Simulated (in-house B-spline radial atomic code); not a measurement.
A fraction x of an electron is removed from 4d in Pd3+, starting from [Kr] 4d7 and keeping the highest spin. Computed with an all-electron radial atomic-structure program (B-spline basis): scalar-relativistic (X2C) LDA PW92, spin-polarised, spherical fractional occupations, Fermi nucleus of rms radius 4.5318 fm.

| x | E(x) - E(0) (eV) | 4d down level (eV) |
| --- | --- | --- |
| 0 | 0.0000 | -40.627 |
| 0.06 | 2.4636 | -41.494 |
| 0.21 | 8.8513 | -43.679 |
| 0.35 | 15.1105 | -45.742 |
| 0.48 | 21.1826 | -47.677 |
| 0.5 | 22.1391 | -47.977 |
| 0.53 | 23.5852 | -48.427 |
| 0.64 | 29.0032 | -50.084 |
| 0.84 | 39.3239 | -53.130 |
| 0.94 | 44.7137 | -54.668 |
| 1 | 48.0216 | -55.596 |

The exact functional would give a straight line between the two integer points. Deviations E(x) - E(0) - x[E(1) - E(0)], in eV: -0.418 at x = 0.06, -1.233 at x = 0.21, -1.697 at x = 0.35, -1.868 at x = 0.48, -1.872 at x = 0.5, -1.866 at x = 0.53, -1.731 at x = 0.64, -1.014 at x = 0.84, -0.427 at x = 0.94.

The curve lies below the straight line by up to 1.872 eV (at x = 0.5): convex, the delocalisation error that favours fractional charges.

(1) How well does Slater's transition state (minus the level at half occupation) give the ionisation energy?

Answers

(1) It gives 47.977 eV against 48.022 eV from the two total energies; NIST lists 46.00 eV, ground level to ground level.
